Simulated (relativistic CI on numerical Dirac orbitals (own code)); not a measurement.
**Electric-dipole transitions in Re³⁺**

Calculated at this level of theory: Dirac-Coulomb-Breit CI, KLI orbitals optimised for each configuration, a model potential for QED, valence Slater integrals scaled by 0.85, configuration energies shifted to the measured levels that pair with them (semi-empirical) (own radial code, finite nucleus).

Configurations in the expansion (outside the closed core [Kr] 4d10 4f14 5s2): 5p6 5d4, 5p6 5d3 6s, 5p6 5d3 6p, 5p6 5d2 6s2, 5p6 5d3 5f, 5p6 5d3 5g, 5p6 5d2 6s 6p, 5p6 5d3 6d, 5p6 5d3 7s, 5p6 5d2 5f2, 5p6 5d3 7p, 5p5 5d5, 5p6 5d2 6p2, 5p6 5d3 7d, 5p6 5d3 6f, 5p6 5d2 6s 7s, 5p6 5d2 5g2, 5p6 5d2 5f 6s, 5p6 5d3 7f, 5p6 5d2 5g 6s, 5p6 5d2 6p 7s, 5p6 5d2 5f 6p, 5p4 5d6. Levels of other configurations are missing.

```csv
λ vac (nm),Lower,Upper,A (s⁻¹),gf,Branching (%)
88.045,5p6 5d4 5D_4 [5],5p6 5d3 6p 5P°_3 [113],1.22e+09,9.90e-01,41.7
91.989,5p6 5d4 5D_2 [3],5p6 5d3 6p 5P°_1 [91],1.47e+09,5.58e-01,46.7
92.045,5p6 5d4 3H_5 [11],5p6 5d3 6p 3H°_5 [133],9.83e+08,1.37e+00,37.0
92.108,5p6 5d4 3G_5 [19],5p6 5d3 6p 3F°_4 [157],1.68e+09,1.93e+00,57.0
92.472,5p6 5d4 1I_6 [21],5p6 5d3 6p 1I°_6 [163],1.15e+09,1.91e+00,46.2
92.772,5p6 5d4 5D_3 [4],5p6 5d3 6p 5F°_3 [92],6.41e+08,5.79e-01,28.6
92.794,5p6 5d4 1I_6 [21],5p6 5d3 6p 3G°_5 [162],1.97e+09,2.79e+00,51.5
92.867,5p6 5d4 3H_6 [12],5p6 5d3 6p 3H°_6 [136],1.01e+09,1.70e+00,44.0
93.327,5p6 5d4 5D_2 [3],5p6 5d3 6p 5D°_2 [88],9.16e+08,5.98e-01,29.3
93.961,5p6 5d4 1G_4 [24],5p6 5d3 6p 3G°_4 [165],1.23e+09,1.46e+00,40.6
94.952,5p6 5d4 3F_4 [14],5p6 5d3 6p 3F°_4 [129],1.04e+09,1.27e+00,33.0
95.108,5p6 5d4 3H_6 [12],5p6 5d3 6p 3G°_5 [125],2.25e+09,3.36e+00,64.5
95.339,5p6 5d4 5D_3 [4],5p6 5d3 6p 5D°_2 [88],7.08e+08,4.82e-01,22.6
95.564,5p6 5d4 1I_6 [21],5p6 5d3 6p 1H°_5 [155],9.41e+08,1.42e+00,37.4
95.743,5p6 5d4 5D_4 [5],5p6 5d3 6p 3H°_4 [90],5.47e+08,6.76e-01,33.0
95.927,5p6 5d4 1F_3 [25],5p6 5d3 6p 1D°_2 [167],2.10e+09,1.45e+00,57.5
96.225,5p6 5d4 5D_3 [4],5p6 5d3 6p 5D°_4 [86],5.84e+08,7.29e-01,27.1
97.014,5p6 5d4 3H_4 [7],5p6 5d3 6p 3H°_4 [106],1.48e+09,1.89e+00,56.2
97.389,5p6 5d4 3H_4 [7],5p6 5d3 6p 3G°_3 [104],1.12e+09,1.12e+00,36.9
97.570,5p6 5d4 5D_2 [3],5p6 5d3 6p 5F°_3 [79],8.17e+08,8.17e-01,42.7
97.884,5p6 5d4 5D_4 [5],5p6 5d3 6p 5D°_4 [86],6.42e+08,8.30e-01,29.8
99.823,5p6 5d4 5D_1 [2],5p6 5d3 6p 3D°_2 [76],6.10e+08,4.55e-01,42.2
144.05,5p6 5d3 6s 3H_5 [46],5p6 5d3 6p 3H°_6 [136],9.94e+08,4.02e+00,43.2
144.72,5p6 5d3 6s 3H_6 [53],5p6 5d3 6p 3I°_7 [153],1.29e+09,6.09e+00,94.6
144.73,5p6 5d3 6s 3F_4 [63],5p6 5d3 6p 3G°_5 [174],1.02e+09,3.51e+00,48.1
145.34,5p6 5d3 6s 5F_5 [37],5p6 5d3 6p 5G°_6 [102],1.26e+09,5.20e+00,91.2
145.79,5p6 5d3 6s 5F_4 [35],5p6 5d3 6p 5G°_5 [93],5.38e+08,1.89e+00,48.4
147.87,5p6 5d3 6s 3D_3 [55],5p6 5d3 6p 3F°_4 [157],9.60e+08,2.83e+00,32.5
150.25,5p6 5d3 6s 1H_5 [59],5p6 5d3 6p 1I°_6 [163],8.16e+08,3.59e+00,32.9
153.45,5p6 5d3 6s 3H_5 [54],5p6 5d3 6p 3H°_6 [150],7.42e+08,3.41e+00,39.8
```

Terms are leading LS components. Brackets give the number of a level in order of energy, since labels repeat. The list gives strong lines, with weight on those to low levels, without configurations that were not tied to measured data, without lines whose two gauges differ by over a factor of 2.5, among the lowest 400 of 4406 levels, so that lines to higher ones, which can be the strongest, are missing, and without lines across small gaps between configurations, and without 10 lines that miss the measured interval by over 3.5 %, start from a term whose rates miss tabulated ones by over 60 %, have gauges far apart or, lacking measured levels, span too small a gap for the errors found; lines with a level outside our table were not tested and can miss by more. Levels whose partners in the same complex of configurations lie outside the list can be far off, and so can their lines. Rates are taken at the computed energies, electric ones in the length gauge.

Configurations whose levels could be paired with our table of measured levels were shifted onto them, all but the ground configuration, by the median error of their levels; single terms can still be off by 1,000 to 2,000 cm⁻¹ or more, and rates follow the energies as ν³ (E1, M1) or ν⁵ (E2). The others borrow a shift and can be off by several thousand cm⁻¹ or more. The fine structure of a lone outer electron comes out too small, for d and f at times inverted, and misplaced configurations move strength between like terms. 36 of the 69 excited levels that our extract of the measured tables holds in this range could be paired (the sources list more); they are missed by 462 cm⁻¹ on average and 2154 at most, after the shifts were fitted to these levels, and levels without a partner can miss by more. Some levels of the ground configuration have no partner and can miss by 10 % or more.

LS names give the leading component of a level, which can be under half, so a name can repeat, a term be missing and a line seem to break the LS rules.
